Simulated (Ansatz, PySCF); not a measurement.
Ligand exchange on a metal centre used in film growth or etching (Zn OH-Br). Isolated molecules, 0 K electronic values unless said otherwise. One relaxed conformer stands for each flexible species; it need not be the lowest.

Quantity: redistribution energy (mixed species minus the weighted end members), in eV.

Level 1: frozen-core MP2/def2-TZVPP // BP86-D3(BJ)/def2-SVP (Ansatz, a first-principles code)
Level 2: PBE/6-31G* (LANL2DZ on Zn) // BP86-D3(BJ)/def2-SVP (PySCF)
Level 3: frozen-core MP2/6-31G* (LANL2DZ on Zn) // BP86-D3(BJ)/def2-SVP (PySCF)
Level 4: HF/STO-3G // BP86-D3(BJ)/def2-SVP (PySCF)

| species | level 2 | level 3 | level 4 |
|---|---|---|---|
| 1 of 2 OH replaced by Br: [Zn(OH)(Br)] | -0.044 | -0.013 | -0.037 |

Q: What does level 1 give for each?

A: 
- 1 of 2 OH replaced by Br: [Zn(OH)(Br)]: 0.003
